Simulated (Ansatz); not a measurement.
C$_{3}$H$_{5}$ClOSi (`C=C=C(Cl)O[SiH3]`), relaxed with RKS PBE-D4/def2-SVP in the Gaussian-basis code of Ansatz from a rough embedded geometry. The force threshold is 0.03 eV/Å; the program also tests the step.

Charge 0, multiplicity 1.

Start:

```xyz
11

C     1.721   -1.771    1.426
C     1.104   -0.750    0.761
C     0.506    0.244    0.123
Cl    1.337    1.630    0.016
O    -0.770   -0.059   -0.299
Si   -1.726    1.025   -1.140
H     2.690   -1.609    1.790
H     1.173   -2.691    1.552
H    -1.059    1.397   -2.431
H    -3.015    0.376   -1.484
H    -1.961    2.208   -0.314
```

```
         step  energy (eV)  largest force (eV/Å)  largest move (Å)
            1  -25609.4447                 3.684             0.000
            2  -25610.6760                 2.987             0.198
            3  -25611.4889                 1.850             0.199
            4  -25612.0481                 0.822             0.195
            5  -25612.4382                 0.757             0.197
            6  -25612.6197                 0.576             0.200
            7  -25612.7327                 0.279             0.200
            8  -25612.7647                 0.107             0.200
            9  -25612.7682                 0.069             0.026
10 (rejected)  -25612.7681                 0.296             0.184
           11  -25612.7784                 0.059             0.091
           12  -25612.7785                 0.106             0.018
13 (rejected)  -25612.7737                 0.210             0.120
           14  -25612.7807                 0.051             0.044
15 (rejected)  -25612.7797                 0.089             0.026
           16  -25612.7810                 0.010             0.013
```

End:

```xyz
11

C     1.775   -1.792    1.436
C     1.076   -0.851    0.837
C     0.383    0.104    0.241
Cl    0.990    1.776    0.284
O    -0.779   -0.074   -0.414
Si   -1.690    1.100   -1.263
H     2.562   -2.362    0.907
H     1.606   -2.058    2.497
H    -0.904    1.680   -2.401
H    -2.843    0.296   -1.778
H    -2.176    2.182   -0.345
```

It took 23 s on 4 threads of a server CPU on a shared host, with 0.23 GiB of host memory at the peak.
